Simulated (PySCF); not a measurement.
C4H7 (SMILES [CH2]C(=C)C), doublet, geometry from GFN2-xTB; R2SCAN/def2-SVP (PySCF).

Input for PySCF:
```python
from pyscf import gto, scf, dft

mol = gto.M(
    atom='''
C    -0.19495187    0.15685852    1.40366555
C    -0.00119422    0.08240982    0.04378401
H    -0.29377985    1.10630927    1.89854694
H    -0.25392347   -0.72596582    2.01373916
C     0.07590634    1.21165371   -0.74090455
H     0.22795896    1.14765059   -1.80292646
H    -0.01487156    2.19324052   -0.31204544
C     0.11066686   -1.26726994   -0.61376699
H     0.38726064   -2.03093733    0.10821526
H    -0.84735425   -1.54391310   -1.05326649
H     0.85214687   -1.24829667   -1.40893108
''',
    basis='def2-svp',
    spin=1,
    verbose=4,
)

mf = dft.UKS(mol)
mf.xc = 'r2scan'
mf.grids.atom_grid = (99, 590)
mf.grids.prune = None
mf.kernel()
```

**Question.** Predict the main parts of the log of this PySCF run.

**Answer.** 
```
PySCF version 2.14.0

[INPUT] verbose = 4
[INPUT] num. atoms = 11
[INPUT] num. electrons = 31
[INPUT] charge = 0
[INPUT] spin (= nelec alpha-beta = 2S) = 1
[INPUT] symmetry False subgroup None
[INPUT] Mole.unit = angstrom
[INPUT] Symbol           X                Y                Z      unit          X                Y                Z       unit  Magmom
[INPUT]  1 C     -0.194951870000   0.156858520000   1.403665550000 AA   -0.368405641772   0.296419643105   2.652543459987 Bohr   0.0
[INPUT]  2 C     -0.001194220000   0.082409820000   0.043784010000 AA   -0.002256748732   0.155731989775   0.082739787535 Bohr   0.0
[INPUT]  3 H     -0.293779850000   1.106309270000   1.898546940000 AA   -0.555163457416   2.090621529368   3.587733751231 Bohr   0.0
[INPUT]  4 H     -0.253923470000  -0.725965820000   2.013739160000 AA   -0.479845814899  -1.371876575595   3.805415498712 Bohr   0.0
[INPUT]  5 C      0.075906340000   1.211653710000  -0.740904550000 AA    0.143442193718   2.289693669713  -1.400106683944 Bohr   0.0
[INPUT]  6 H      0.227958960000   1.147650590000  -1.802926460000 AA    0.430780002041   2.168745301796  -3.407037232132 Bohr   0.0
[INPUT]  7 H     -0.014871560000   2.193240520000  -0.312045440000 AA   -0.028103175445   4.144623908099  -0.589680420019 Bohr   0.0
[INPUT]  8 C      0.110666860000  -1.267269940000  -0.613766990000 AA    0.209130056466  -2.394793112494  -1.159851515399 Bohr   0.0
[INPUT]  9 H      0.387260640000  -2.030937330000   0.108215260000 AA    0.731816548424  -3.837915329855   0.204497203899 Bohr   0.0
[INPUT] 10 H     -0.847354250000  -1.543913100000  -1.053266490000 AA   -1.601267462986  -2.917572919128  -1.990385202282 Bohr   0.0
[INPUT] 11 H      0.852146870000  -1.248296670000  -1.408931080000 AA    1.610324202205  -2.358938828507  -2.662493869588 Bohr   0.0

nuclear repulsion = 113.354955128496
number of shells = 45
number of NR pGTOs = 145
number of NR cGTOs = 91
basis = def2-svp
ecp = {}

******** <class 'pyscf.dft.uks.UKS'> ********
method = UKS
initial guess = minao
damping factor = 0
level_shift factor = 0
DIIS = <class 'pyscf.scf.diis.CDIIS'>
diis_start_cycle = 1
diis_space = 8
diis_damp = 0
SCF conv_tol = 1e-09
SCF conv_tol_grad = None
SCF max_cycles = 50
direct_scf = True
direct_scf_tol = 1e-13
number electrons alpha = 16  beta = 15
XC library pyscf.dft.libxc version 7.1.2
    S. Lehtola, C. Steigemann, M. J. T. Oliveira, and M. A. L. Marques,  SoftwareX 7, 1–5 (2018)
XC functionals = r2scan
    J. W. Furness, A. D. Kaplan, J. Ning, J. P. Perdew, and J. Sun,  J. Phys. Chem. Lett. 11, 8208–8215 (2020)
    J. W. Furness, A. D. Kaplan, J. Ning, J. P. Perdew, and J. Sun,  J. Phys. Chem. Lett. 11, 9248–9248 (2020)
    J. W. Furness, A. D. Kaplan, J. Ning, J. P. Perdew, and J. Sun,  J. Phys. Chem. Lett. 11, 8208–8215 (2020)
    J. W. Furness, A. D. Kaplan, J. Ning, J. P. Perdew, and J. Sun,  J. Phys. Chem. Lett. 11, 9248–9248 (2020)
radial grids:
    Treutler-Ahlrichs [JCP 102, 346 (1995); DOI:10.1063/1.469408] (M4) radial grids

becke partition: Becke, JCP 88, 2547 (1988); DOI:10.1063/1.454033
pruning grids: None
grids dens level: 3
symmetrized grids: False
atomic radii adjust function: <function treutler_atomic_radii_adjust>
User specified grid scheme (99, 590)
small_rho_cutoff = 0
Set gradient conv threshold to 3.16228e-05
tot grids = 642512
init E= -156.454306699647

cycle= 1 E= -156.31079771324  delta_E= 0.144  |g|= 0.266  |ddm|= 2.34
cycle= 2 E= -156.301816268531  delta_E= 0.00898  |g|= 0.31  |ddm|= 0.653
cycle= 3 E= -156.356763249886  delta_E= -0.0549  |g|= 0.0386  |ddm|= 0.376
cycle= 4 E= -156.357499501221  delta_E= -0.000736  |g|= 0.0254  |ddm|= 0.0653
cycle= 5 E= -156.357992383667  delta_E= -0.000493  |g|= 0.00588  |ddm|= 0.0345
cycle= 6 E= -156.358053354291  delta_E= -6.1e-05  |g|= 0.00256  |ddm|= 0.0177
cycle= 7 E= -156.358058046148  delta_E= -4.69e-06  |g|= 0.0018  |ddm|= 0.00584
cycle= 8 E= -156.358059876682  delta_E= -1.83e-06  |g|= 0.000617  |ddm|= 0.00259
cycle= 9 E= -156.358060083011  delta_E= -2.06e-07  |g|= 0.000282  |ddm|= 0.000942
cycle= 10 E= -156.358060131622  delta_E= -4.86e-08  |g|= 4.63e-05  |ddm|= 0.000365
cycle= 11 E= -156.35806013336  delta_E= -1.74e-09  |g|= 1.23e-05  |ddm|= 9.03e-05
cycle= 12 E= -156.358060133524  delta_E= -1.63e-10  |g|= 3.31e-06  |ddm|= 2.67e-05
Extra cycle  E= -156.358060133534  delta_E= -1.03e-11  |g|= 1.86e-06  |ddm|= 8.44e-06
converged SCF energy = -156.358060133534  <S^2> = 0.79869133  2S+1 = 2.0481126
```
